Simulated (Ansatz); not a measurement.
Program: Ansatz. Geometries: PBE0-D4/def2-TZVP. ΔE: electronic, gas phase. CCSD(T)/CBS is the MP2 limit (def2-TZVPP, def2-QZVPP) plus CCSD(T) − MP2 in def2-TZVPP, frozen cores. This one scheme is used for every species. DFT in def2-TZVPP. One conformer a species, not always the lowest.

Reaction (ligand exchange at the Si–C bond): `B[SiH2]C#N` + `C=N` → `B[SiH2]N=C` + `C#N`

`B[SiH2]C#N`:

Cartesian coordinates in Å:
```
B 0.856 1.098 -0.603
Si 0.170 -0.491 0.415
C -1.642 -0.774 0.152
N -2.769 -0.927 -0.029
H 0.161 1.773 -1.296
H 2.015 1.372 -0.504
H 0.356 -0.311 1.879
H 0.853 -1.739 -0.014
```

`C=N`:

Z-matrix (Å, degrees):
```
C
N 1 1.261
H 1 1.096 2 124.9
H 1 1.092 2 118.8 3 -180.0
H 2 1.021 1 111.0 3 -0.0
```

`B[SiH2]N=C`:

Z-matrix (Å, degrees):
```
Si
N 1 1.747
B 1 2.005 2 112.6
H 1 1.502 2 111.4 3 -123.6
H 1 1.491 2 106.9 3 118.9
C 2 1.257 1 124.3 3 120.2
H 3 1.197 1 118.9 2 179.9
H 3 1.194 1 123.4 2 0.1
H 6 1.103 2 124.2 1 0.8
H 6 1.097 2 120.4 1 -179.3
```

`C#N`:

Cartesian coordinates in Å:
```
C -0.014 -0.020 -0.008
N 0.606 0.869 0.364
H -0.593 -0.848 -0.356
```

```csv
species,revPBE energy (Eh)
`B[SiH2]C#N`,-409.51005
`C=N`,-94.64315
`B[SiH2]N=C`,-410.70829
`C#N`,-93.43897
```

(1) Work out ΔE.

Largest T1 diagnostic among the species: 0.014.

Results:

(1) ΔE = (-410.70829) + (-93.43897) − (-409.51005) − (-94.64315) = 0.00594 Eh = +3.7 kcal/mol. CCSD(T)/CBS gives +2.4 kcal/mol.

Leaving LDA and LC-ωPBE aside and taking each functional with its dispersion term where it has one, the values, not all of them listed here, spread over 1.0 kcal/mol, from BLYP-D4 to HSE06-D4. LDA lies −1.7 kcal/mol from PBE without D4. The D4 term adds −0.8 kcal/mol with B3LYP and −0.4 kcal/mol with PBE0; it sums over pairs of atoms, weighted by their polarisabilities, and B3LYP, whose exchange is more repulsive, gets the larger term.

B3LYP here is the variant with VWN-RPA as its local correlation; programs differ in this.
